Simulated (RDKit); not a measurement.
A run for RDKit: UFF on CH5NOSi (a complex).

```python
from rdkit import Chem
from rdkit.Chem import AllChem, rdDetermineBonds

blocks = [
'''3

C     0.57626914    1.53751556   -0.61857918
N     0.60171230    1.15179999    0.45781194
H     0.55289692    1.89771196   -1.62295007
''',
'''6

O     0.66342640    0.15262200    3.24847556
Si   -0.53798804   -0.89345540    3.64609395
H     0.68346707    0.50457038    2.34727139
H    -1.88665240   -0.28611702    3.49679748
H    -0.32687563   -1.26234895    5.06210685
H    -0.51198889   -2.12471476    2.81342671
''',
]
mol = None
for b in blocks:
    f = Chem.MolFromXYZBlock(b)
    rdDetermineBonds.DetermineBonds(f, charge=0)
    mol = f if mol is None else Chem.CombineMols(mol, f)
Chem.SanitizeMol(mol)
print(Chem.MolToSmiles(Chem.RemoveHs(mol)))
ff = AllChem.UFFGetMoleculeForceField(mol, vdwThresh=100.0, ignoreInterfragInteractions=False)
e = ff.CalcEnergy()
print(f'UFF energy {e:.6f} kcal/mol')
```

Output:

```
C#N.O[SiH3]
UFF energy 22.695701 kcal/mol
```

The run finished.

Cost: around 0.03 core-seconds (rough).
